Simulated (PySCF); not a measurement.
Excitations are Tamm–Dancoff values on a coarser integration grid. The basis has no diffuse functions, so Rydberg states are missing or too high.

Z-matrix (Å, degrees):
```
B
N 1 1.4298
H 2 1.0116 1 118.02
B 2 1.4130 3 117.82 1 180.00
H 4 1.1915 2 120.75 3 -0.02
H 4 1.1959 5 121.45 2 179.99
H 1 1.2018 2 117.30 3 -0.02
B 1 1.6622 7 119.57 2 180.00
H 8 1.1956 1 122.06 7 87.70
H 8 1.1957 9 115.74 1 175.85
```
Charge 0, spin multiplicity 1.

Question: Predict the HOMO, total energy, T1 excitation (TDA), S1–T1 gap (TDA), dipole moment, S1 oscillator strength, S1 excitation (TDA) and LUMO from PBE-D3(BJ)/def2-TZVP // B3LYP-D3(BJ)/def2-TZVP (PySCF 2.14.0).

Answer: 
- HOMO = -6.91 eV
- total energy = -132.7559 Ha
- T1 excitation (TDA) = 3.72 eV
- S1–T1 gap (TDA) = 0.86 eV
- dipole moment = 1.42 D
- S1 oscillator strength = 0.009
- S1 excitation (TDA) = 4.58 eV
- LUMO = -2.65 eV
